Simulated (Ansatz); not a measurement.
One change: `N[CH2][Zn][AsH2]` becomes `N[CH2][Zn][SiH3]`.

Ansatz, PBE0-D4/def2-TZVP geometries, multiplicity 1. Each molecule was computed in one conformer, which needn't be the lowest.

Scalar relativity is left out up to krypton.

```
                                          property  `N[CH2][Zn][AsH2]`
             HOMO energy (ωB97M-V/def2-TZVPP) / eV               -8.33
    size of the dipole moment (PBE/def2-TZVPP) / D                1.91
               HOMO–LUMO gap (PBE/def2-TZVPP) / eV                3.83
             LUMO energy (ωB97M-V/def2-TZVPP) / eV                0.98
size of the dipole moment (ωB97M-V/def2-TZVPP) / D                1.96
             HOMO–LUMO gap (B3LYP/def2-TZVPP) / eV                5.32
```

Task: What does the change do to each property? (An estimate is asked.)

Result: Computed: 
```json
{"property": "HOMO energy (ωB97M-V/def2-TZVPP) / eV", "`N[CH2][Zn][SiH3]`": "-7.86", "shift": "0.47"}
{"property": "size of the dipole moment (PBE/def2-TZVPP) / D", "`N[CH2][Zn][SiH3]`": "0.49", "shift": "-1.42"}
{"property": "HOMO–LUMO gap (PBE/def2-TZVPP) / eV", "`N[CH2][Zn][SiH3]`": "2.91", "shift": "-0.92"}
{"property": "LUMO energy (ωB97M-V/def2-TZVPP) / eV", "`N[CH2][Zn][SiH3]`": "0.45", "shift": "-0.53"}
{"property": "size of the dipole moment (ωB97M-V/def2-TZVPP) / D", "`N[CH2][Zn][SiH3]`": "0.07", "shift": "-1.89"}
{"property": "HOMO–LUMO gap (B3LYP/def2-TZVPP) / eV", "`N[CH2][Zn][SiH3]`": "4.30", "shift": "-1.02"}
```

With PBE0 the HOMO rises by 0.50 eV and the LUMO falls by 0.55 eV, so the gap narrows by about 1.05 eV. PBE moves the HOMO by 0.40 eV and ωB97M-V by 0.47 eV. Dipoles are sizes alone; their direction can turn.

Positive LUMOs are unbound, so they and the gaps depend on the basis.

B3LYP here is the variant with VWN-RPA as its local correlation; programs differ in this.
